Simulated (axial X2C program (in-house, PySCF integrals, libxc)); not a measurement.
Levels of InB⁺ by electron attachment to InB²⁺ (EOM-EA-CCSD)

Calculated with an axial X2C code built on PySCF integrals: two-component X2C with atomic mean-field Coulomb and Gaunt terms, Gaussian nuclei, basis In dyall-acv3z, B dyall-av3z with contracted cores.

R = 3.271 Å (1.090 times 3.001 Å, the PBE0 minimum at charge 1 for the lowest determinant).

Levels of InB⁺ obtained by attaching an electron to InB²⁺:

```
  Ω  binding energy (eV)  above lowest (cm⁻¹)      attached spinor  one-particle weight
1/2               12.643                    0  75% B pσ, 17% In pσ                 0.94
1/2               12.159                 3908             91% B pπ                 0.94
3/2               12.152                 3958             92% B pπ                 0.94
1/2                9.659                24070   84% In pπ, 7% B dπ                 0.95
3/2                9.451                25746   86% In pπ, 7% B dπ                 0.95
1/2                8.845                30631  68% In pσ, 15% B pσ                 0.91
```

**Question.** What is the splitting of the first π pair in the table, and is it regular or inverted?

**Answer.** E(3/2) − E(1/2) = 3958 − 3908 = 50 cm⁻¹ at EOM-EA-CCSD: regular, Ω = 1/2 lower. Splittings at this level can be off by ten to twenty per cent.

This point took 30 s on 1 thread of Arm Neoverse N1 (shared host).

Reference electrons by ω block (each with its −ω partner): 1/2: 17, 3/2: 7, 5/2: 2. 14 electrons of InB²⁺ correlated (inner shells frozen), 92 natural virtual spinors (a truncated set); levels can be off by some tenths of an eV. Roots sought by Ω: (1/2: 5, 3/2: 4, 5/2: 2, 7/2: 1); the list ends where they run out and leaves out roots under 60 % one-particle weight. The solver can skip a root, and states that need a further excitation, which the method places far too high, are missing though they may lie low or lowest. T1 of the reference 0.011 (Lee–Taylor). The reference was not checked to be the lowest state of its species. Number of frozen shells: In 4 s, 3 p, 1 d; B 1 s.
